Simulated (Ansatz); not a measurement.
Reaction (redistribution): `NC[SiH2]F` + `CC1(F)BO1` → `C[SiH](F)CN` + `FC1BO1`

Computed with Ansatz on PBE0-D4/def2-TZVP structures; ΔE is electronic, products minus reactants. CCSD(T)/CBS adds triple-zeta CCSD(T) − MP2 to the extrapolated MP2 energy (def2 sets, frozen cores). DFT in def2-TZVPP. B3LYP here is the variant with VWN-RPA as its local correlation; programs differ in this. Each species was taken in one conformer, which may not be the lowest.

| level | ΔE (kJ/mol) |
| --- | --- |
| PBE0-D4 | -27.2 |
| B3LYP | -24.2 |
| CCSD/def2-TZVPP | -25.5 |
| MP2/def2-QZVPP | -26.3 |

Question: What does CCSD(T)/CBS give? (Estimate.)

Answer: Ansatz gave: -25.5 kJ/mol. The listed levels differ from it by -1.7, 1.3, 0.0, -0.8 kJ/mol.

Largest T1 diagnostic among the species: 0.016.

In def2-TZVPP, CCSD(T) changes the Hartree–Fock value by −4.8 kJ/mol (the triples alone add +0.0 kJ/mol) and MP2 by −5.7 kJ/mol.
